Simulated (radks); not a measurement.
Results of a calculation; reference values are marked as such.
Problem. The mercury ion Hg9+ is in [Xe] 4f14 5d3. Level of theory: scalar-relativistic Kohn-Sham, r2SCAN, spin-polarised, spherical densities, finite nucleus; meta-GGA in the generalised Kohn-Sham scheme; Fermi nuclear charge, rms radius of each element as measured or else 0.836 A^(1/3) + 0.57 fm (a radial shooting solver on a logarithmic mesh with Libxc functionals). Open shells are filled with parallel spins first. One electron is removed from 5d, 5p, 5s, 4f in turn, with full relaxation. Which removal costs least, and what does each cost?

Solution. 5d 153.76 eV; 5p 218.23 eV; 4f 264.72 eV; 5s 275.03 eV. The 5d electron leaves first.
